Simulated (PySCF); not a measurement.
C₄H₉OSn, charge +1, singlet, at a GFN2-xTB geometry (such geometries of metal compounds can be far from the true shape) (all electrons, no relativity); M062X/3-21G in PySCF.

Here is a job for PySCF.
```python
from pyscf import gto, scf, dft

mol = gto.Mole()
mol.atom = '''
    Sn    0.57860348    0.99037821    0.99602755
    O    -0.13951525   -0.23880407   -0.24016626
    C    -0.69301889   -1.18621963   -1.19298609
    C     0.35754660   -2.26620988   -1.41139384
    C    -1.96370062   -1.75208190   -0.57416742
    C    -0.98384300   -0.41492838   -2.47294697
    H     0.00267037   -3.01018296   -2.11844506
    H     0.57924891   -2.75285016   -0.46071701
    H     1.26974182   -1.81057548   -1.79876224
    H    -1.71926578   -2.24375716    0.36831025
    H    -2.42869660   -2.47166480   -1.24150070
    H    -2.66452557   -0.93918319   -0.37975242
    H    -0.05851124    0.02257598   -2.84991934
    H    -1.69426393    0.38487527   -2.25993678
    H    -1.40235463   -1.07107684   -3.23035818
'''
mol.basis = '3-21g'
mol.charge = 1
mol.verbose = 4
mol.build()

mf = dft.RKS(mol)
mf.xc = 'm062x'
mf.diis = False
mf.max_cycle = 100
mf.kernel()
mf.analyze()
```

What the program printed (banner, timings and long lists left out):

```
PySCF version 2.14.0

[INPUT] verbose = 4
[INPUT] num. atoms = 15
[INPUT] num. electrons = 90
[INPUT] charge = 1
[INPUT] spin (= nelec alpha-beta = 2S) = 0
[INPUT] symmetry False subgroup None
[INPUT] Mole.unit = angstrom
[INPUT] Symbol           X                Y                Z      unit          X                Y                Z       unit  Magmom
[...]
nuclear repulsion = 521.12033354367
number of shells = 56
number of NR pGTOs = 183
number of NR cGTOs = 94
basis = 3-21g
ecp = {}

******** <class 'pyscf.dft.rks.RKS'> ********
method = RKS
initial guess = minao
damping factor = 0
level_shift factor = 0
DIIS disabled
SCF conv_tol = 1e-09
SCF conv_tol_grad = None
SCF max_cycles = 100
direct_scf = True
direct_scf_tol = 1e-13
XC library pyscf.dft.libxc version 7.1.2
    S. Lehtola, C. Steigemann, M. J. T. Oliveira, and M. A. L. Marques,  SoftwareX 7, 1–5 (2018)
XC functionals = m062x
    Y. Zhao and D. G. Truhlar,  Theor. Chem. Acc. 120, 215 (2008)
    Y. Zhao and D. G. Truhlar,  Theor. Chem. Acc. 120, 215 (2008)
radial grids:
    Treutler-Ahlrichs [JCP 102, 346 (1995); DOI:10.1063/1.469408] (M4) radial grids

becke partition: Becke, JCP 88, 2547 (1988); DOI:10.1063/1.454033
pruning grids: <function nwchem_prune>
grids dens level: 3
symmetrized grids: False
atomic radii adjust function: <function treutler_atomic_radii_adjust>
small_rho_cutoff = 0
Set gradient conv threshold to 3.16228e-05
Initial guess from minao.
tot grids = 180784
init E= -6218.37476632502
[...]
cycle= 1 E= -6230.51826416246  delta_E= -12.1  |g|= 0.652  |ddm|= 3.51
[...]
cycle= 2 E= -6230.00757507535  delta_E= 0.511  |g|= 1.68  |ddm|= 1.68
[...]
cycle= 3 E= -6229.49509882722  delta_E= 0.512  |g|= 2.51  |ddm|= 2.77
[...]
cycle= 4 E= -6224.09166420742  delta_E=  5.4  |g|= 3.71  |ddm|= 4.52
[...]
cycle= 5 E= -6219.99669272051  delta_E= 4.09  |g|= 6.42  |ddm|= 7.36
[...]
cycle= 6 E= -6199.4894379667  delta_E= 20.5  |g|= 4.94  |ddm|= 19.4

WARN: HOMO -1.97215444076893 == LUMO -1.97211479745219

cycle= 7 E= -6127.14728689811  delta_E= 72.3  |g|= 11.7  |ddm|=   28
[...]
cycle= 8 E= -6175.15752474149  delta_E=  -48  |g|= 6.98  |ddm|=   38
[...]
cycle= 9 E= -6013.45801399789  delta_E=  162  |g|= 12.5  |ddm|=   46
[...]
cycle= 10 E= -6166.82507268672  delta_E= -153  |g|= 6.86  |ddm|=   51
[...]
cycle= 11 E= -5998.68185630206  delta_E=  168  |g|= 13.4  |ddm|= 47.2
[...]
cycle= 12 E= -6143.1601062288  delta_E= -144  |g|= 6.01  |ddm|=   43
[...]
[...]
[...]
cycle= 85 E= -5927.0767530111  delta_E=  206  |g|=   12  |ddm|= 42.4
[...]
cycle= 86 E= -6132.97429559693  delta_E= -206  |g|= 6.03  |ddm|= 42.4
[...]
cycle= 87 E= -5927.07626050879  delta_E=  206  |g|=   12  |ddm|= 42.4
[...]
cycle= 88 E= -6132.97448828765  delta_E= -206  |g|= 6.03  |ddm|= 42.4
[...]
cycle= 89 E= -5927.07591425186  delta_E=  206  |g|=   12  |ddm|= 42.4
[...]
cycle= 90 E= -6132.9746666839  delta_E= -206  |g|= 6.03  |ddm|= 42.4
[...]
cycle= 91 E= -5927.07570372984  delta_E=  206  |g|=   12  |ddm|= 42.4
[...]
cycle= 92 E= -6132.97483235391  delta_E= -206  |g|= 6.03  |ddm|= 42.4
[...]
cycle= 93 E= -5927.07554806575  delta_E=  206  |g|=   12  |ddm|= 42.4
[...]
cycle= 94 E= -6132.9749851521  delta_E= -206  |g|= 6.03  |ddm|= 42.4
[...]
cycle= 95 E= -5927.07538288714  delta_E=  206  |g|=   12  |ddm|= 42.4
[...]
cycle= 96 E= -6132.97512505273  delta_E= -206  |g|= 6.03  |ddm|= 42.4
[...]
cycle= 97 E= -5927.07521691276  delta_E=  206  |g|=   12  |ddm|= 42.4
[...]
cycle= 98 E= -6132.97525339002  delta_E= -206  |g|= 6.03  |ddm|= 42.4
[...]
cycle= 99 E= -5927.07507715001  delta_E=  206  |g|=   12  |ddm|= 42.4
[...]
cycle= 100 E= -6132.97537176211  delta_E= -206  |g|= 6.03  |ddm|= 42.4
SCF not converged.
SCF energy = -6132.97537176211
**** SCF Summaries ****
Total Energy =                       -6132.975371762109717
Nuclear Repulsion Energy =             521.120333543669517
One-electron Energy =                -9731.688146140755634
Two-electron Energy =                 3077.592440834976514
Two-electron Coulomb Energy =         3275.379329298758421
DFT Exchange-Correlation Energy =     -197.786888463781878
HOMO-LUMO gap [eV] =                     2.002685166624520
**** MO energy ****
[...]
 ** Mulliken pop on meta-lowdin orthogonal AOs  **
 ** Mulliken pop  **
 ** Mulliken atomic charges  **
charge of    0Sn =    -11.97465
charge of    1O =     -9.25029
charge of    2C =      3.32751
charge of    3C =      3.77634
charge of    4C =      3.97227
charge of    5C =      3.97250
charge of    6H =      0.99334
charge of    7H =      0.01996
charge of    8H =      0.18249
charge of    9H =      0.99487
charge of   10H =      0.99886
charge of   11H =      0.99654
charge of   12H =      0.99484
charge of   13H =      0.99655
charge of   14H =      0.99886

WARN: System has nonzero charge 1; the dipole moment is origin-dependent.
Location of origin: [0. 0. 0.]

Dipole moment(X, Y, Z, Debye): -145.12795, -207.52764, -222.36641
```

Convergence was not reached.
